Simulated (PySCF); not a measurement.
Constitutional and geometric isomers with formula CH6OSi. Isolated molecules, 0 K electronic values unless said otherwise. One relaxed conformer stands for each flexible species; it need not be the lowest. Strings in code marks are SMILES.

The HOMO from two functionals at the same geometries (B3LYP-D3(BJ)/def2-TZVP), both in PySCF: PBE-D3(BJ)/def2-TZVP and B3LYP-D3(BJ)/def2-TZVP. B3LYP has the VWN-RPA correlation part, as in Gaussian. 

```tsv
species	B3LYP-D3(BJ)/def2-TZVP (eV)
`[SiH3]CO` (H–O–C–Si torsion 61°)	-7.36
`CO[SiH3]`	-7.95
`O[SiH2]C` (C–Si–O–H torsion 69°)	-8.19
```

Q: What does PBE-D3(BJ)/def2-TZVP give for each?

A: 
- `[SiH3]CO` (H–O–C–Si torsion 61°): -6.05
- `CO[SiH3]`: -6.65
- `O[SiH2]C` (C–Si–O–H torsion 69°): -6.93
Over these rows, drawn at random from the members with no instability flagged (it was tested for open shells, ions and some series alone), PBE minus B3LYP-D3(BJ): mean +1.29 eV, from +1.27 eV to +1.31 eV.
